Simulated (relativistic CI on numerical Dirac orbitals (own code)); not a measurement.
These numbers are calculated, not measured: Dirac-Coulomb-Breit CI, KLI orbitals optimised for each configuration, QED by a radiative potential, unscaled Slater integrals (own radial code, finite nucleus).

CI space (outside the closed core [Ne]): 3s, 3p, 3d, 4s, 4p, 4d, 4f, 5s, 5p, 5d, 5f, 5g, 6s, 6p, 6d, 7s, 7p. Levels of other configurations are missing.

At this charge energies of transitions that change n are usually good to better than 1 %, and those within a shell (Δn = 0) to a few per cent.

Outline of the computed level scheme of Cs XLV. Lowest level of each configuration: 3s 2S_1/2 at 0.00 eV; 3p 2P°_1/2 at 102.85 eV; 3d 2D_3/2 at 326.19 eV; 4s 2S_1/2 at 1588.41 eV; 4p 2P°_1/2 at 1630.93 eV; 4d 2D_3/2 at 1718.12 eV; 4f 2F°_5/2 at 1753.21 eV; 5s 2S_1/2 at 2294.20 eV; 5p 2P°_1/2 at 2315.59 eV.

Some strong electric-dipole decays among the lowest 15 levels: 4f 2F°_7/2 → 3d 2D_5/2 (6.0e+13 s⁻¹); 4f 2F°_5/2 → 3d 2D_3/2 (5.6e+13 s⁻¹); 4d 2D_5/2 → 3p 2P°_3/2 (2.9e+13 s⁻¹); 4d 2D_3/2 → 3p 2P°_1/2 (2.3e+13 s⁻¹); 4p 2P°_1/2 → 3s 2S_1/2 (1.4e+13 s⁻¹); 4p 2P°_3/2 → 3s 2S_1/2 (1.1e+13 s⁻¹); 4s 2S_1/2 → 3p 2P°_3/2 (1.0e+13 s⁻¹); 5p 2P°_1/2 → 3s 2S_1/2 (7.7e+12 s⁻¹).
